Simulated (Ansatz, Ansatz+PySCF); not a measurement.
```yaml
atoms:
  - { symbol: C, position_ang: [0.0000, 0.0000, -0.6653] }
  - { symbol: C, position_ang: [0.0000, 0.0000, 3.3266] }
  - { symbol: H, position_ang: [0.0000, -0.9311, -1.2403] }
  - { symbol: H, position_ang: [0.0000, 0.9311, -1.2403] }
  - { symbol: H, position_ang: [0.0000, -0.9311, 3.9016] }
  - { symbol: H, position_ang: [0.0000, 0.9311, 3.9016] }
```

Basis set: STO-3G (spherical functions). Left uncorrelated: 2 orbitals. Charge 0, multiplicity 1.

Computed with Ansatz (development build ahead of 0.2.0); each method stands on the lowest determinant of its kind that the runs found. Restricted open shells among the atoms or ions are ROHF, correlated in semicanonical orbitals with singles.

(1) Give the atomization energy at this shape (free ground-state atoms in the same class of orbitals less the molecule, no zero-point energy) of singlet C2H4 in separate pieces by UHF-CCSDT(Q), UHF-CCSD(T), UHF-MP2, UHF, RHF-CCSDT(Q), RHF-CCSD(T), RHF-MP2, RHF.

Answers

(1)

```json
{"method": "UHF-CCSDT(Q)", "atomization energy": "17.47 eV"}
{"method": "UHF-CCSD(T)", "atomization energy": "17.47 eV"}
{"method": "UHF-MP2", "atomization energy": "17.26 eV"}
{"method": "UHF", "atomization energy": "16.47 eV"}
{"method": "RHF-CCSDT(Q)", "atomization energy": "14.59 eV"}
{"method": "RHF-CCSD(T)", "atomization energy": "14.58 eV"}
{"method": "RHF-MP2", "atomization energy": "13.79 eV"}
{"method": "RHF", "atomization energy": "12.49 eV"}
```

Caution for UHF-CCSDT(Q), UHF-CCSD(T), UHF-MP2, RHF-CCSDT(Q), RHF-CCSD(T), RHF-MP2: bonds are stretched, where a single reference can fail. Caution for UHF-CCSDT(Q), UHF-CCSD(T), UHF-MP2, UHF: the determinant breaks the point group; the unrestricted determinant is a mixture of spin states. Caution for RHF-CCSDT(Q), RHF-CCSD(T), RHF-MP2, RHF: an unrestricted determinant lies well below. Caution for RHF-CCSDT(Q), RHF-CCSD(T), RHF-MP2: the program doubts this total. Caution for RHF-CCSD(T): the program finds a lower state of this spin.

This basis has no polarisation functions and is too small for such energies, which can lie far from measured ones in either direction.
